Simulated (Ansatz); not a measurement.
Q: Name a neutral molecule of C, Cl, In, N and H with LUMO energy (PBE0/def2-TZVPP) between -1.80 and -1.50 eV and LUMO energy (PBE/def2-TZVPP) between -2.70 and -2.40 eV (Ansatz, PBE0-D4/def2-TZVP geometry).

A: `CC[N](CC)[In]([Cl])[Cl]` (-1.73 eV, -2.61 eV). Other molecules can fit too; these were computed, each in one conformer that needn't be the lowest.
